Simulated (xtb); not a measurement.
C2H5BF2O, SMILES FB(F)[C@H](C)O. All values are semi-empirical tight-binding results from xtb (GFN2-xTB unless named), good for trends rather than for accurate numbers. Geometry optimised at GFN2-xTB. The structure was generated by enumeration; whether it is a known compound was not checked. The values are those of a single conformer.

Optimised geometry:

Bond lengths (Å): C1–C2 1.540, C1–H7 1.087, C1–H8 1.089, C1–H9 1.086, C2–O3 1.418, C2–B4 1.599, C2–H10 1.107, O3–H11 0.965, B4–F5 1.319, B4–F6 1.308. Angles (°): C2–C1–H7 109.9, C2–C1–H8 110.2, C2–C1–H9 110.0, H7–C1–H8 108.7, H7–C1–H9 109.0, H8–C1–H9 108.9, C1–C2–O3 111.4, C1–C2–B4 111.3, C1–C2–H10 107.0, O3–C2–B4 110.5, O3–C2–H10 109.0, B4–C2–H10 107.5, C2–O3–H11 108.6, C2–B4–F5 120.2, C2–B4–F6 125.5, F5–B4–F6 114.3.
Charge 0, spin multiplicity 1.

```json
{
  "orbital_gap": "5.02 eV",
  "dipole_moment": "3.41 D",
  "zero_point_energy": "48.3 kcal/mol",
  "G − E(el) at 298.15 K (modified RRHO)": "28.7 kcal/mol",
  "static polarisability (D4 model)": "47.3 bohr³",
  "solvation energy, GFN2-xTB/ALPB(water)": "-5.3 kcal/mol",
  "solvation energy, GFN2-xTB/ALPB(acetonitrile)": "-5.8 kcal/mol"
}
```

**Question.** Give the IR lines (harmonic; lines under 4 % of the strongest left out, lines within 3 cm⁻¹ merged). (An estimate is asked for; the answer gives what the named calculation found.)

**Answer.** ν (cm⁻¹): 321 (m), 359 (m), 436 (w), 458 (w), 580 (w), 704 (w), 1123 (m), 1188 (m), 1241 (s), 1277 (w), 1322 (vs), 1349 (m), 2796 (w), 3014 (w), 3045 (w) (against the strongest line: vs over 80 %, s over 45 %, m over 15 %, w over 4 %, vw less)

**Question.** Give the atomic charges and the Wiberg bond orders between heavy atoms. (An estimate is asked for; the answer gives what the named calculation found.)

**Answer.** charges (e) C1 -0.12, C2 0.03, O3 -0.45, B4 0.52, F5 -0.26, F6 -0.23, H7 0.06, H8 0.05, H9 0.05, H10 0.04, H11 0.30. Bond orders C1–C2 0.98, C2–O3 0.99, C2–B4 0.98, B4–F5 1.08, B4–F6 1.13.
